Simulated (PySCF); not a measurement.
Isomers of C7H14N2Si, one GFN2-xTB conformer each. Single-point energies are computed at PBE0/pcSseg-1 (PySCF, gas phase, no added dispersion term), electronic only.

Question: Rank them by PBE0/pcSseg-1 energy, lowest first (kcal/mol).
A. `Cc1cnn([Si](C)(C)C)c1`
B. `[CH3:1][c:2]1[cH:3][c:4]([CH3:5])[n:6]([SiH:7]([CH3:8])[CH3:9])[n:10]1` with C4–N6–Si7–C8 -70°

Answer: A (0.0), B (5.3).

GFN2-xTB itself gives, in the same order: 11.3, 0.0. GFN2-xTB puts Cc1cc(C)n([SiH](C)C)n1 lowest instead.

Question: Which frontier levels, dipoles and rotational constants go with these structures?

Answer: 
```csv
SMILES,"HOMO (eV, PBE0/pcSseg-1)",LUMO (eV),dipole (D),"A, B, C (MHz)"
Cc1cnn([Si](C)(C)C)c1,-6.65,0.61,2.07,"2111, 687.1, 628.3"
Cc1cc(C)n([SiH](C)C)n1,-6.64,0.60,1.80,"1649, 864.1, 631.2"
```

Question: As an exercise, what shares would exp(−E/RT) give at 1000 K from these electronic energies alone (no entropy, no degeneracies)?

Answer: RT = 1.987 kcal/mol: Cc1cnn([Si](C)(C)C)c1 93.4 %, Cc1cc(C)n([SiH](C)C)n1 6.6 %.
